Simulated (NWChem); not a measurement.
Molecule: AlNH₂Cl₂; SMILES [Cl][Al]([NH2])[Cl]

```xyz
6

Al     0.0000     0.0000     0.3292
Cl    -1.8093     0.0000    -0.7217
Cl     1.8093     0.0000    -0.7217
N      0.0000     0.0000     2.0823
H      0.8338     0.0000     2.6586
H     -0.8338     0.0000     2.6586
```
Atoms are numbered in this order, from 1.

Level: PBE0/def2-SVP (NWChem), optimised geometry, unscaled harmonic frequencies. 

```csv
frequency (cm⁻¹),IR intensity (km/mol)
152,9.1
172,2.6
222,30.4
359,0.0
417,186.4
439,18.1
585,32.5
703,229.4
881,117.0
1520,55.0
3624,49.7
3720,48.8
```

| Item | Value |
|---|---|
| zero-point energy | 18.3 kcal/mol |
| thermal correction to the enthalpy at 298.15 K (with zero-point energy) | 22.6 kcal/mol |
| heat capacity Cv | 18.4 cal/(mol K) |
| entropy at 298.15 K and 1 atm (symmetry number 2) | 77.0 cal/(mol K) |
| dipole moment | 2.61 D |

Rigid rotor and harmonic oscillator.
